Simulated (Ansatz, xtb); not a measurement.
Relative energy of two isomers of C3H10GeSi

Structure X is `[SiH3][C@@H]1C[C@@H]1[GeH3]`, a singlet and structure Y is `[SiH3][C@@H]1C[C@H]1[GeH3]`, a singlet. Both are isolated molecules in the gas phase, relaxed with PBE-D3(BJ)/def2-SVP.

Task: Which of the two would you expect CCSD(T)/def2-SVP + ΔMP2/def2-TZVPP electronic energies to favour?

Result: Structure Y; the calculation gives E(Y) − E(X) = −1.78 kcal/mol.

How the difference moves with the method:

```json
{"level": "GFN2-xTB", "geometry": "GFN2-xTB", "E(Y) − E(X) (kcal/mol)": "−0.80", "departure from the last row (kcal/mol)": "+0.98", "job, with rough time for the two": "optimisation, 0.32 s"}
{"level": "HF/STO-3G", "geometry": "GFN2-xTB", "E(Y) − E(X) (kcal/mol)": "−2.08", "departure from the last row (kcal/mol)": "−0.30", "job, with rough time for the two": "single point, 1.2 s"}
{"level": "r2SCAN-D4/def2-SVP", "geometry": "GFN2-xTB", "E(Y) − E(X) (kcal/mol)": "−1.71", "departure from the last row (kcal/mol)": "+0.07", "job, with rough time for the two": "single point, 9.3 s"}
{"level": "PBE-D3(BJ)/def2-SVP", "geometry": "PBE-D3(BJ)/def2-SVP", "E(Y) − E(X) (kcal/mol)": "−1.45", "departure from the last row (kcal/mol)": "+0.33", "job, with rough time for the two": "optimisation, 63 s"}
{"level": "HF/def2-SVP", "geometry": "PBE-D3(BJ)/def2-SVP", "E(Y) − E(X) (kcal/mol)": "−2.44", "departure from the last row (kcal/mol)": "−0.66", "job, with rough time for the two": "part of the CCSD(T) run"}
{"level": "MP2/def2-SVP", "geometry": "PBE-D3(BJ)/def2-SVP", "E(Y) − E(X) (kcal/mol)": "−1.97", "departure from the last row (kcal/mol)": "−0.19", "job, with rough time for the two": "part of the CCSD(T) run"}
{"level": "CCSD(T)/def2-SVP", "geometry": "PBE-D3(BJ)/def2-SVP", "E(Y) − E(X) (kcal/mol)": "−1.79", "departure from the last row (kcal/mol)": "0.00", "job, with rough time for the two": "single point"}
{"level": "CCSD(T)/def2-SVP + ΔMP2/def2-TZVPP", "geometry": "PBE-D3(BJ)/def2-SVP", "E(Y) − E(X) (kcal/mol)": "−1.78", "departure from the last row (kcal/mol)": "", "job, with rough time for the two": "single point, 2.2 min"}
```

As drawn, both hold the same kinds of bond in the same numbers.

None of the levels shown reverses the order. The largest departure from CCSD(T)/def2-SVP + ΔMP2/def2-TZVPP is that of GFN2-xTB, 0.98 kcal/mol. The last row adds to CCSD(T) the change of the MP2 difference between the two basis sets, here 0.00 kcal/mol.

With thermal terms from frequencies at re-optimised GFN2-xTB minima (ideal gas, soft modes damped towards free rotors, one conformer each, 298.15 K, 1 atm): the zero-point term adds −0.04 kcal/mol; ΔH is −1.71 and ΔG −2.12 kcal/mol.

The correlated steps freeze 17 core orbitals; the filled d shell of Ge is correlated, in a basis made for valence electrons. Codes used: Ansatz 0.2.0, xtb 6.7.1; the last row on 2 threads of AMD EPYC 7R43 64-Core Processor (Zen 3) on a shared host.
